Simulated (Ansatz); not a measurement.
GeH₄ + `[F][Ge]([F])([F])[Cl]` → `[F][Ge]([F])([F])[GeH3]` + HCl  (formal exchange of groups at a Ge–H bond)

Isolated molecules relaxed with PBE0-D4/def2-TZVP in Ansatz; ΔE leaves out vibrations. CBS: MP2 limit from def2 TZ/QZ plus the TZ coupled-cluster correction, frozen cores. This one scheme is used for every species. DFT in def2-TZVPP. B3LYP here is the variant with VWN-RPA as its local correlation; programs differ in this. For Ge outer-core shells are correlated without core-valence functions, which leaves a few kJ/mol of doubt a bond. Scalar relativity is left out up to krypton.

```json
{"level": "BLYP-D4", "ΔE (kcal/mol)": "1.6"}
{"level": "r2SCAN-D4", "ΔE (kcal/mol)": "4.8"}
{"level": "PBE0-D4", "ΔE (kcal/mol)": "3.4"}
{"level": "CAM-B3LYP-D4", "ΔE (kcal/mol)": "3.8"}
{"level": "revPBE", "ΔE (kcal/mol)": "2.2"}
{"level": "B3LYP", "ΔE (kcal/mol)": "3.1"}
{"level": "CCSD(T)/def2-SVP", "ΔE (kcal/mol)": "7.6"}
{"level": "CCSD(T)/def2-TZVPP", "ΔE (kcal/mol)": "5.3"}
```

What does CCSD(T)/CBS give? (Estimate.)

Computed: +3.7 kcal/mol. The listed levels differ from it by -2.1, 1.1, -0.3, 0.1, -1.5, -0.6, 3.9, 1.6 kcal/mol.

What do rigid-rotor, harmonic-oscillator terms from PBE0-D4/def2-TZVP frequencies (298.15 K, 1 bar) make of the CCSD(T)/CBS value? (Estimate.)

The calculation gave: ΔZPE = -0.5 kcal/mol, ΔH = +3.9 kcal/mol, ΔS = 18 J/(mol·K), ΔG = +2.7 kcal/mol.

Largest T1 diagnostic among the species: 0.013.

From PBE to PBE0 (25 % exact exchange), in def2-TZVPP and without D4, ΔE moves by +1.7 kcal/mol. At CCSD(T), def2-SVP lies +3.9 kcal/mol from the extrapolated value and def2-TZVPP +1.6 kcal/mol. In def2-TZVPP, CCSD(T) changes the Hartree–Fock value by −4.1 kcal/mol (the triples alone add −0.1 kcal/mol) and MP2 by −3.5 kcal/mol.
